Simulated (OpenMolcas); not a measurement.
## CHClFGeN (SMILES N#[C][GeH]([F])[Cl]): the energy, rung by rung

CHClFGeN has 6 atoms, charge 0, and is taken as a singlet. As SMILES, `N#[C][GeH]([F])[Cl]`. The coordinates come from a PBE0-D4/def2-TZVP relaxation.

```xyz
6

N    -1.0369   -2.3070    0.0307
C    -0.5440   -1.2673    0.0401
Ge    0.2371    0.4779    0.1077
F     1.8960    0.2538   -0.2766
Cl   -0.6276    1.6481   -1.4239
H     0.1173    1.1304    1.4758
```

Each level gives the energy change with the Ge3–F4 bond stretched from 1.718 to 3.092 Å (eV). The values are calculated.

```tsv
level	kind	program	value (eV)	less CCSD(T)/cc-pVDZ	CPU time (all runs)
HF/cc-pVDZ (unrestricted)	Hartree–Fock	OpenMolcas	3.57	-0.80	36 s
SVWN5/cc-pVDZ (restricted)	LDA	OpenMolcas	4.65	+0.28	43 s
PBE/cc-pVDZ (restricted)	GGA	OpenMolcas	4.18	-0.19	56 s
M06-L/cc-pVDZ (restricted)	meta-GGA	OpenMolcas	4.42	+0.05	67 s
TPSS/cc-pVDZ (restricted)	meta-GGA	OpenMolcas	4.32	-0.05	68 s
M06-2X/cc-pVDZ (restricted)	hybrid meta-GGA	OpenMolcas	5.31	+0.94	61 s
PBE0/cc-pVDZ (restricted)	global hybrid	OpenMolcas	4.83	+0.46	49 s
B2PLYP/cc-pVDZ (restricted)	double hybrid	OpenMolcas	4.66	+0.29	40 s
MP2/cc-pVDZ (restricted)	perturbation theory	OpenMolcas	5.09	+0.72	14 s
CCSD(T)/cc-pVDZ (restricted)	coupled cluster or CI	OpenMolcas	4.37	0.00	3.4 min
```

CCSD(T)/cc-pVDZ (restricted) is the highest level here, not the true value. At this stretch a single reference begins to fail. All-electron rows without a relativistic Hamiltonian named are non-relativistic. The first shape isn't each level's own minimum. The values span 3.57 to 5.31 eV. Spin contamination of the reference (⟨S²⟩ at least 0.1 too high) touches HF/cc-pVDZ. In the correlated wave-function rows the outer d shell of Ge is correlated, in sets not made for it. CPU times are rough (shared hosts, several kinds of processor and program).
